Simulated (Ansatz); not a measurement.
Harmonic frequencies (cm⁻¹) at PBE0-D4/def2-TZVP from Ansatz: 27, 44, 229, 263, 346, 553, 630, 638, 683, 830, 842, 936, 1532, 2332, 2422.

Each molecule was computed in one conformer, which needn't be the lowest.

**Question.** Which molecule is it?
A. `O=C=N[SiH](F)Cl`
B. `O[Si](Cl)(Cl)Cl`
C. `F[Si](Cl)(Cl)[GeH3]`
D. `N[Si](O)(F)Cl`

**Answer.** A.
